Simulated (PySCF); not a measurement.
## Distorted geometries of [ReO3F2]−

[ReO3F2]− (singlet). PySCF 2.14.0, RKS B3LYP, Re def2-SVP with ECP60, O def2-SVP, F def2-SVP; non-relativistic Hamiltonian with scalar-relativistic core potentials where named; density fitting; no spin-orbit coupling. Relaxed geometry:

```xyz
6

Re    0.0488    0.0655    0.0349
O     0.1862   -0.0767    1.7453
O     1.6091   -0.0790   -0.6792
O    -0.2210    1.7672   -0.1260
F    -1.6208   -0.1100   -0.9402
F    -0.2428   -1.8741   -0.1334
```

Problem. Order these distorted geometries by energy above the relaxed one, lowest first.
A.
```xyz
6

Re    0.1321   -0.0306   -0.2018
O     0.2594   -0.0439    1.9491
O     1.5721   -0.1056   -0.6302
O    -0.0761    1.7260   -0.2993
F    -1.7825   -0.0313   -0.9257
F    -0.3455   -1.8218    0.0092
```
B.
```xyz
6

Re    0.0499    0.1142    0.0636
O     0.1553   -0.0918    1.8144
O     1.6239   -0.0840   -0.6575
O    -0.1967    1.8164   -0.1818
F    -1.5415   -0.1392   -0.9505
F    -0.3314   -1.9228   -0.1869
```
C.
```xyz
6

Re   -0.0222    0.0215   -0.0508
O     0.0756    0.0485    1.7977
O     1.4592    0.0264   -0.8348
O    -0.1562    1.9449   -0.2377
F    -1.5382   -0.4206   -0.7652
F    -0.0587   -1.9279   -0.0079
```

Solution. B (0.28 eV), C (2.05 eV), A (4.68 eV).

Problem. Which forces (eV/Å) act in the one that lies 2.05 eV up?

Solution. 
```
Re   4.65  8.53  8.60
O   -0.08 -0.41 -4.45
O    2.12 -1.08 -1.12
O   -0.84 -5.66  0.21
F   -6.31 -0.72 -3.29
F    0.48 -0.65  0.05
```
Forces carry noise of the integration grid, about 0.01 to 0.03 eV/Å.
